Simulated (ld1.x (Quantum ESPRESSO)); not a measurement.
**Varying the TM potential for Nd (Z = 60)**

Base potential:

* Element: neodymium
* Generator: ld1.x (Quantum ESPRESSO) 7.5
* Type: norm-conserving Troullier–Martins (Kleinman–Bylander form)
* Functional: PBE
* Relativity: scalar-relativistic
* Frozen core: [Xe] 4f3
* Valence charge: 3
* Reference configuration: 5d1 6s0 6p0 (charge +2)
* Partial waves: 6s (bound, empty): rc 3.45 bohr; 6p (bound, empty): rc 3.70 bohr; 5d (bound): rc 3.40 bohr
* Local potential: all-electron potential smoothed inside 3.55 bohr (lloc = -1)
* Core correction: Bessel-smoothed model core, default radius (core density twice the valence density)

All-electron outer shells of the reference configuration (PBE, scalar-relativistic, ld1.x):

```json
{"shell": "4f", "level (eV)": "-20.05", "outermost node (bohr)": "–", "outermost maximum (bohr)": "0.65"}
{"shell": "5d", "level (eV)": "-15.05", "outermost node (bohr)": "0.87", "outermost maximum (bohr)": "2.00"}
{"shell": "6s", "level (eV)": "-14.21", "outermost node (bohr)": "1.72", "outermost maximum (bohr)": "3.26"}
{"shell": "6p", "level (eV)": "-10.32", "outermost node (bohr)": "2.00", "outermost maximum (bohr)": "3.93"}
```

Cutoffs, loose and tight: the cutoffs (Ry, on a coarse ladder) from which the occupation-weighted sum of valence levels, in a spherical-Bessel basis at the reference potential, stays within 10 and 1 mRy of its value at 400 Ry. They do not see the model core or the augmentation charge, which bear on the density cutoff. Test errors are all-electron minus pseudo excitation energies from the reference, over the configurations 5d1 6s2 6p0; 5d1 6s1 6p0; 5d1 6s1.5 6p0; 5d2 6s1 6p0; 5d0 6s2 6p0; 5d1 6s1 6p1; 5d1.5 6s1.5 6p0. A dash means not determined; rows that change the core or the reference have their own tests. The largest error is taken over the tests solved by every variant that gives reliable tests at all: 5d0 6s2 6p0; 5d1 6s1 6p0; 5d1 6s1.5 6p0; 5d1 6s2 6p0; 5d1.5 6s1.5 6p0; 5d2 6s1 6p0.

A true bound ghost makes a file unfit for plane-wave use even where its test errors are small: the radial tests pick states by their node count and pass the ghost by. Where a test does run into it, the solver fails or the error is huge.

The default core radius of the base comes out at 2.91 bohr.

```csv
change,outcome,"cutoff, loose","cutoff, tight",bound ghosts,largest test error (meV)
base,generated,12 Ry,15 Ry,p,-132
"all radii but the core radius scaled by about 0.91 (s 3.14, p 3.38, d 3.10 bohr); local potential all-electron potential smoothed inside 3.24 bohr (lloc = -1)",generated,12 Ry,15 Ry,"s, p",7 of 7 tests not solved or not reliable
reference 5d1 6s1 6p0,generated,12 Ry,15 Ry,s,-121 over the solved tests; 1 of 7 tests not solved or not reliable
"core [Kr] 4d10, valence charge 14; reference 4f4 5s2 5p6 5d0 6s1 6p1; waves now 5s (bound): rc 2.45 bohr; 5p (bound): rc 2.65 bohr; 4f (bound): rc 1.75 bohr; 5d (bound): rc 3.20 bohr; local potential the d channel; core correction none","generated, misses its reference levels by 0.44 eV",140 Ry,180 Ry,none,-1069
local potential all-electron potential smoothed inside 2.85 bohr (lloc = -1),generated,12 Ry,15 Ry,"s, p",-121
wave 5d (bound): rc 3.40 bohr becomes 5d (bound): rc 2.60 bohr,generated,12 Ry,18 Ry,p,-133
```

What comes out with this change to the base: wave 6p (bound): rc 3.70 bohr becomes 6p (bound): rc 4.94 bohr?

outcome: generated; cutoff, loose: 12 Ry; cutoff, tight: 15 Ry; bound ghosts: none; largest test error (meV): -132.

What comes out with this change to the base: wave 6s (bound): rc 3.45 bohr becomes 6s (bound): rc 4.46 bohr?

outcome: generated; cutoff, loose: 12 Ry; cutoff, tight: 15 Ry; bound ghosts: p; largest test error (meV): -155.

What comes out with this change to the base: core correction Bessel-smoothed model core inside 3.34 bohr?

outcome: generated; cutoff, loose: 12 Ry; cutoff, tight: 15 Ry; bound ghosts: p; largest test error (meV): -86.
